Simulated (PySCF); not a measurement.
Ca¹⁶⁺: ionisation energy

Ca¹⁶⁺ [He] 2s2 → Ca¹⁷⁺ [He] 2s1 [2s1/2^1, M_J = 1/2], as a difference of total energies. Computed with PySCF 2.14 in an uncontracted even-tempered set (17 s from 3.4 bohr⁻², ratio 2.4; 11 p from 4.4 bohr⁻², ratio 2.4; 5 d from 14 bohr⁻², ratio 2.6; 4 f from 22 bohr⁻², ratio 2.6), with the two-component X2C-1e Hamiltonian. Correlated levels: nothing frozen; the 34 highest virtual spinors dropped. "Screened" scales the spin-orbit matrix elements by Boettger's factors to mimic the two-electron term; Breit and QED terms are absent.

| method | ionisation energy (eV) |
| --- | --- |
| GHF (screened spin-orbit) | 1081.2 |
| GMP2 (screened spin-orbit) | 1084.9 |

Question: How much does correlation contribute at GMP2 (screened spin-orbit)?

Answer: 1084.9 − (1081.2) = 3.7 eV, measured against GHF (screened spin-orbit).

For comparison: 1086.8 ± 0.4 eV (semi-empirical (NIST evaluation); NIST Atomic Spectra Database, ionization energies).
